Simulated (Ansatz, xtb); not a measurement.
# Isomers of C5H9PSi in order of energy

3 gas-phase structures of C5H9PSi, from a drawn sample of its isomers (lower ones may exist). Each was relaxed with GFN2-xTB; where two conformers were screened, the lower at r2SCAN-D4/def2-SVP is listed:

A. `[SiH3]P1C=CCC=C1`, a singlet
B. `[SiH3]C1C=CPC=C1`, a singlet
C. `CC1=C[Si@H](P)C=C1`, a singlet

Problem. Which do you expect lowest at r2SCAN-D4/def2-SVP, and how would the others follow?

Solution. Calculated order at r2SCAN-D4/def2-SVP: C (0.0), A (9.1), B (15.0) kcal/mol.

Energies above the lowest of each column, in kcal/mol; the last columns are at B3LYP/def2-SVP geometries:

```
structure  GFN2-xTB  HF/STO-3G  r2SCAN-D4/def2-SVP  B3LYP/def2-SVP  CCSD(T)/def2-SVP + ΔMP2/def2-TZVPP
        C      10.6        0.0                 0.0             0.0                                 0.0
        A       0.0        1.8                 9.1             9.4                                10.4
        B       4.6        9.2                15.0            15.3                                14.9
```

CCSD(T)/def2-SVP + ΔMP2/def2-TZVPP puts C lowest; GFN2-xTB picks A. Flexible structures stand in one conformer each, not always the lowest. ΔMP2 is the change of the MP2 energy from the smaller to the larger basis.

Programs: Ansatz 0.2.0, xtb 6.7.1.
